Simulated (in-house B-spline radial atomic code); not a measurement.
Settings and results of a run for the neodymium ion Nd⁶⁺ (an excited or competing configuration). Computed with a radial B-spline atomic code at the basis-set limit: scalar-relativistic (X2C) LC-wPBE, spin-polarised, spherical fractional occupations, exact exchange averaged over the configuration, Fermi nucleus of rms radius 4.9123 fm.

Command:
```bash
python run_scf.py task.json out
```
Settings (nuclear radius in fm, mass in u):
```
Z                60
configuration    [Kr] 4d10 4f1 5s2 5p4 6d1
hamiltonian      x2c
method           lc_wpbe
spin_polarised   True
nucleus          fermi
rms_radius       4.9123
atomic_mass      141.90773
speed_of_light   137.035999084
exact_exchange   averaged over the configuration
```

Output (hartree, bohr):
```
 radial grid: 69 intervals, B-splines of order 8, outer radius 28.6567 bohr

 iter        energy (Eh)    residual
    1       -9587.177979    1.08e+00
    2       -9604.509748    7.04e-01
    3       -9611.857508    1.60e-01
    4       -9612.324454    5.35e-02
    5       -9612.349279    2.13e-02
    6       -9612.356526    2.90e-03
    7       -9612.356589    2.87e-04
    8       -9612.356589    3.14e-05
    9       -9612.356589    2.07e-06
   10       -9612.356589    1.62e-07

 total energy                     -9612.35659
 kinetic                           10371.3907
 electron-nucleus                 -23298.2996
 Hartree                            3535.1264
 exact exchange                      -11.3117
 exchange-correlation               -209.2623

 orbital      occ     eigenvalue          <r>       <r^2>       <1/r>       r_max
 1s up      1.000     -1595.1061    0.0229499 0.000726172     70.2986     0.01429
 1s down    1.000     -1595.0994    0.0229499 0.000726168     70.2988     0.01429
 2s up      1.000      -261.3487     0.100363   0.0119507     16.1434     0.08537
 2s down    1.000      -261.3443     0.100363   0.0119505     16.1434     0.08538
 2p up      3.000      -234.3406    0.0884271  0.00956064     14.4941     0.06852
 2p down    3.000      -234.3340    0.0884272  0.00956061      14.494     0.06853
 3s up      1.000       -59.9520     0.265971   0.0809628     5.76998      0.2439
 3s down    1.000       -59.9320     0.265917   0.0809271     5.77116      0.2439
 3p up      3.000       -51.4016     0.264069   0.0809178     5.29887      0.2387
 3p down    3.000       -51.3808     0.264005   0.0808753     5.30007      0.2387
 3d up      5.000       -39.3815     0.241833   0.0688625       4.987      0.1962
 3d down    5.000       -39.3637     0.241753   0.0688111     4.98825      0.1962
 4s up      1.000       -15.0865     0.602501    0.409385     2.39849      0.5638
 4s down    1.000       -15.0363     0.602437    0.409196     2.39784      0.5639
 4p up      3.000       -12.2489     0.635155    0.458194     2.18247       0.587
 4p down    3.000       -12.1987     0.635078    0.457959     2.18182      0.5872
 4d up      5.000        -8.1589     0.689302    0.548967     1.91971      0.6125
 4d down    5.000        -8.1040     0.687904    0.546303     1.92221      0.6125
 4f up      1.000        -3.7511     0.823044     0.81895     1.49974      0.6181
 5s up      1.000        -4.7406      1.33016     1.97046      1.0151        1.25
 5s down    1.000        -4.5988      1.32808     1.96707     1.01949       1.244
 5p up      3.000        -3.8667      1.45458     2.36177    0.910982       1.361
 5p down    1.000        -3.7616      1.46285     2.39323     0.90734       1.361
 6d up      1.000        -1.4009      3.47695     13.4087    0.377136       3.451
```

Run time, properties included: 2.6 s on 1 thread of Arm Neoverse N1, with other jobs on the host.

One-electron X2C: radii and densities carry no picture-change correction, so inner-shell <1/r> comes out high (for 1s by about 2 % at Z = 33, 5 % at 54, 10 % at 75, 30 % at 118) and <r> low.
